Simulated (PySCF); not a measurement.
Two-component Hartree-Fock for Br (bromine, neutral)

Start: [Ar] 3d10 4s2 4p5; 4p1/2 filled at m_j = -1/2, +1/2; 4p3/2 filled at m_j = -1/2, +1/2, +3/2. Calculated with PySCF 2.14 in x2c-QZVPPall-2c (11s10p5d4f1g, 103 functions): generalised Hartree-Fock with the X2C-1e Hamiltonian and a Gaussian nucleus; one run each with spin-orbit coupling (SO) switched off, then screened by Boettger's factors.

| spinor shell | electrons | ε, spin-free (eV) | ε, screened SO (eV) | weight of nominal j (screened SO) | rms radius, screened SO (bohr) |
| --- | --- | --- | --- | --- | --- |
| 1s1/2 | 2 | -13557.7 | -13557.3 | 1.000 | 0.0492 |
| 2s1/2 | 2 | -1825.9 | -1825.7 | 1.000 | 0.205 |
| 2p1/2 | 2 | -1605.1 | -1637.9 | 1.000 | 0.180 |
| 2p3/2 | 4 | -1605.1 | -1589.4 | 1.000 | 0.184 |
| 3s1/2 | 2 | -277.45 | -277.38 | 1.000 | 0.588 |
| 3p1/2 | 2 | -205.36 | -210.35 | 1.000 | 0.600 |
| 3p3/2 | 4 | -205.36 | -202.88 | 1.000 | 0.611 |
| 3d3/2 | 4 | -85.845 | -86.511 | 0.996 | 0.649 |
| 3d5/2 | 6 | -85.845 | -85.292 | 0.997 | 0.652 |
| 4s1/2 | 2 | -27.788 | -27.759 | 1.000 | 1.83 |
| 4p1/2 | 2 | -12.434 | -12.955 | 0.750 | 2.25 |
| 4p3/2 | 3 | -12.434 | -12.116 | 0.833 | 2.30 |

```json
{"quantity": "E (hartree)", "spin-free": "-2604.42225", "screened SO": "-2604.57358"}
{"quantity": "M_J", "spin-free": "3/2", "screened SO": "3/2"}
{"quantity": "⟨J²⟩", "spin-free": "3.763", "screened SO": "3.763"}
{"quantity": "⟨L²⟩", "spin-free": "2.009", "screened SO": "2.013"}
{"quantity": "⟨S²⟩", "spin-free": "0.754", "screened SO": "0.757"}
```

Each row is a mean over spinors that exchange with the open shell spreads, by up to 2.913 eV (4s1/2).

Rows whose weight is well below 1 are mixtures of j = l ± 1/2: exchange outweighs spin-orbit coupling there, and the label is only the starting occupation.

Without spin-orbit coupling the j labels of p, d and f shells carry no meaning; the spin-free column gives the mean over the occupied spinors of each nl shell.
